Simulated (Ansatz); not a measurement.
# Energy profile

The step: AlNH₄SO ([NH2][Al]([OH])[SH]) → AlHSO ([OH][Al][S]) + NH₃ (still joined by a long Al–N bond); bonds formed: N2–H4; bonds broken: S3–H4; bonds weakened to dative contacts: Al1–N2 (atoms numbered as in the saddle structure below).

```xyz
8
angstrom
Al -0.6342 0.1032 -0.1872
N 1.1449 -0.2142 0.3311
S -0.8909 -1.8942 -0.7668
H 0.5783 -1.3773 -0.1463
O -1.3205 1.6358 -0.0387
H 1.4162 -0.2369 1.3066
H 1.9250 0.1379 -0.2105
H -2.2187 1.8458 -0.2881
```

Electronic energies by CCSD(T) at an estimated basis limit (MP2 extrapolated from triple and quadruple zeta, plus CCSD(T) − MP2 in triple zeta), on PBE0-D4/def2-TZVP structures; AlNH₄SO, closed shell; no counterpoise correction. Program: Ansatz 0.2.0. Basis: def2-TZVPP and def2-QZVPP. Cores are frozen in the correlated methods. Extrapolation: Hartree–Fock as exp(−7.88 √X), correlation as X^−2.97.

Give the profile in eV, counted from the start structure. (To be estimated.)

The calculation gives:
```csv
point,eV
start structure,0.000
saddle,1.416
end structure,0.577
"separated: AlHSO (linked as [OH][Al][S]; Al1, S3, O5, H8; singlet) + NH₃ (N2, H4, H6, H7; singlet)",2.090
```

The T1 diagnostic stays at or below 0.016.

For scale, one of the runs: CCSD(T)/def2-TZVPP, 202 basis functions, launched by `ansatz run in.yaml --threads 4 --pin off --events-out ev --progress --plain --max-ram 9574MiB`. The run took 40 s on 4 CPU threads of an Arm Neoverse V1 (shared host), with 2.4 GiB of host memory at its peak.
